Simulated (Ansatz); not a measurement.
CH$_{5}$AlCl$_{2}$O, SMILES `[CH3][Al-]([OH2+])([Cl])[Cl]`, charge 0, multiplicity 1.

Give a relaxed structure at PBE0-D4/def2-TZVP (Ansatz). (An estimate is asked.)

Computed: 
```xyz
10

C    -0.8062   -0.7055   -1.2158
Al    0.4134   -0.3827    0.2499
O     0.1493    1.4687    0.8967
Cl    0.0064   -1.2882    2.1430
Cl    2.4909   -0.1220   -0.1813
H    -0.6249   -0.0198   -2.0479
H    -1.8481   -0.5948   -0.9033
H    -0.6879   -1.7225   -1.6002
H    -0.0863    1.4300    1.8345
H     0.9932    1.9369    0.8244
```
Point group Cs.
This is one stationary point; other conformers may exist.
